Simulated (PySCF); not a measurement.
**Tl²⁺: excitation energy**

Tl²⁺ [Xe] 4f14 5d10 6s1 (2S) → Tl²⁺ [Xe] 4f14 5d10 6p1 (2P), as a difference of total energies. All numbers are calculated (PySCF 2.14, scalar relativity by spin-free X2C-1e, in x2c-TZVPPall). Correlated levels: valence and next inner shell: [Kr] 4d10 4f14 frozen. The calculations carry no spin-orbit coupling.

```
                                method  excitation energy (cm⁻¹)
                                   UHF                     70769
    MP2 (valence and next inner shell)                     75770
SCS-MP2 (valence and next inner shell)                     75153
   CCSD (valence and next inner shell)                     74544
CCSD(T) (valence and next inner shell)                     74503
```

A first-order spin-orbit estimate (lowest level to lowest level, LS coupling) adds -0.968 eV.

The basis was made for the ground configuration and has no added diffuse functions, so the excitation energy can come out too high.
